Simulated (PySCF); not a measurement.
The multiplicity is imposed and other spin states were not computed.

B3LYP has the VWN-RPA correlation part, as in Gaussian. 

Cartesian coordinates (Å):
```xyz
6

Ti     0.0487    -0.0992    -0.0232
F     -0.5379     1.4936     0.4194
F     -1.2546    -0.9329    -0.8490
F      1.4537     0.0305    -1.0628
O      0.4988    -0.9974     1.4387
H      0.0396    -1.3138     2.2360
```
Charge 0, spin multiplicity 1.

Problem. What charge on the central atom (Mulliken), HOMO–LUMO gap, total energy, charge on the central atom (meta-Löwdin) and dipole moment does B3LYP-D3(BJ)/def2-TZVP // PBE-D3(BJ)/def2-SVP (PySCF 2.14.0) give?

Solution. 
```
Item                                             Result
----------------------------------------  -------------
charge on the central atom (Mulliken)            1.63 e
HOMO–LUMO gap                                   7.27 eV
total energy                              -1225.3025 Ha
charge on the central atom (meta-Löwdin)         1.64 e
dipole moment                                    2.46 D
```
